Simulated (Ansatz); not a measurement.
Cartesian coordinates in Å:
```
C -0.423 -2.005 0.953
In 0.302 -0.203 0.078
C 1.221 1.675 0.512
O -1.564 0.495 -1.257
F 0.621 -0.584 -1.910
H -1.488 -2.092 0.732
H 0.097 -2.849 0.500
H -0.278 -2.027 2.033
H 1.509 2.148 -0.427
H 0.532 2.328 1.050
H 2.112 1.540 1.127
H -1.680 1.432 -1.436
H -0.961 0.143 -1.955
```

Total charge 0; spin multiplicity 1. In: def2 effective core potential.

Question: List the CAM-B3LYP/def2-TZVPP orbital energies in eV (Ansatz). (Best estimate.)

Answer: Computed: Occupied: -670.81, -523.51, -278.48, -278.38, -128.72, -85.44, -85.25, -85.12, -31.39, -30.60, -22.76, -22.36, -22.35, -22.28, -22.24, -20.45, -20.29, -17.48, -14.07, -13.15, -12.78, -12.69, -12.60, -12.52, -11.62, -11.12, -10.86, -10.22, -8.84. Lowest empty: 0.54, 0.67, 1.18, 1.61, 2.74, 2.88, 3.64, 3.77.
